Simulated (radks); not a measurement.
Problem. Cs VIII, configuration [Kr] 4d10 5s2. Calculated with a radial shooting solver on a logarithmic mesh with Libxc functionals: scalar-relativistic Kohn-Sham, LB94 model potential, spin-unpolarised, spherical densities, finite nucleus; Fermi nuclear charge, rms radius 4.8041 fm. Some entries of the table are withheld. Estimate them.

| orbital | occ. | eigenvalue (eV) | r(max) (bohr) | <r> (bohr) |
|---|---|---|---|---|
| 1s | 2 | -36057.19 | 0.01678 | 0.02607 |
| 2s | 2 | -5754.924 | 0.09479 | 0.1119 |
| 2p | 6 | -5178.554 | 0.07607 | 0.09794 |
| 3s | 2 | -1282.628 | 0.2726 | 0.2986 |
| 3p | 6 | -1096.449 | 0.2667 | (1) |
| 3d | 10 | -822.1975 | 0.2200 | 0.2725 |
| 4s | 2 | -319.1583 | 0.6410 | 0.6933 |
| 4p | 6 | -259.7623 | 0.6717 | 0.7369 |
| 4d | 10 | -173.0256 | 0.7190 | (2) |
| 5s | 2 | -115.1022 | 1.436 | 1.523 |
| 5p | 0 | -97.5352 | 1.577 | 1.676 |
| 4f | 0 | -83.4536 | 0.8413 | 1.114 |
| 5d | 0 | -72.6521 | 1.891 | 2.004 |
| 6s | 0 | -60.5847 | 2.781 | 2.769 |

Solution. 
(1) 3p <r> (bohr): 0.2963
(2) 4d <r> (bohr): 0.8232
